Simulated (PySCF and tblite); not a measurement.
Values are calculated unless marked as measured or tabulated.
System: fluorodimethoxyborane, C2H6BFO2, numbered as in [CH3:1][O:2][B:3]([F:4])[O:5][CH3:6].

Motion: rotation about the B3–O5 bond (torsion O2–B3–O5–C6 from 180° to 360°, rising). GFN2-xTB gives an electronic barrier of 8.4 kcal/mol and a reaction energy of -0.8 kcal/mol.

Task: What does PBE0/pcSseg-1 + D3(BJ) give on GFN2-xTB geometries?

Result: A barrier of 7.6 kcal/mol, 0.8 below the tight-binding barrier (from unrounded values), a reaction energy of -1.4 kcal/mol and, with GFN2-xTB thermal terms, ΔG‡(298 K) = 7.5 kcal/mol and k = 3.9×10⁷ s⁻¹ (2 equivalent paths).

Programs: tblite and PySCF.
